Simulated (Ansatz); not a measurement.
This geometry of C3H8OSi (13 atoms, charge 0, multiplicity 1) is a first-order saddle point.

Computed with RKS PBE0-D4/def2-mTZVP (Ansatz 0.2.0).

```xyz
13
Properties=species:S:1:pos:R:3
C -1.556 1.320 0.984
C -0.647 0.515 0.105
C 0.212 -0.413 0.530
Si 1.313 -1.368 -0.619
O 1.258 -0.748 -2.159
H -2.230 0.672 1.551
H -0.986 1.905 1.711
H -2.169 2.013 0.408
H -0.709 0.713 -0.965
H 0.268 -0.612 1.602
H 2.708 -1.355 -0.086
H 0.875 -2.781 -0.757
H 1.683 0.104 -2.292
```

**Question.** Which two structures does it join? (They come from a converged band through this point; their orientation in space is the band's.)

**Answer.** No bond is made or broken. The dihedral H7–C1–C2–C3 goes from 121 to 1°. The two ends are copies of one structure, up to a mirror image or an exchange of like atoms.

First end point:

```xyz
13
Properties=species:S:1:pos:R:3
C -1.503 1.382 0.973
C -0.572 0.595 0.116
C 0.041 -0.537 0.465
Si 1.191 -1.457 -0.668
O 1.540 -0.565 -2.024
H -1.632 0.925 1.956
H -1.136 2.405 1.113
H -2.487 1.468 0.500
H -0.398 0.999 -0.882
H -0.145 -0.934 1.465
H 2.436 -1.808 0.079
H 0.577 -2.709 -1.178
H 2.107 0.201 -1.900
```

Last end point:

```xyz
13
Properties=species:S:1:pos:R:3
C -1.562 1.300 0.990
C -0.660 0.493 0.122
C 0.253 -0.383 0.545
Si 1.342 -1.347 -0.610
O 1.198 -0.798 -2.171
H -2.612 1.082 0.768
H -1.387 1.103 2.050
H -1.423 2.371 0.811
H -0.781 0.646 -0.951
H 0.362 -0.530 1.622
H 2.756 -1.258 -0.138
H 0.953 -2.779 -0.667
H 1.581 0.065 -2.356
```

**Question.** How far does it lie above each of them?

**Answer.** 0.079 eV above the first and 0.079 eV above the second. This is the barrier of this one path; another mechanism may lie lower.

Time of the run: 3.7 min on 2 threads of Arm Neoverse V2, with other jobs on the host, peak memory 0.3 GiB.
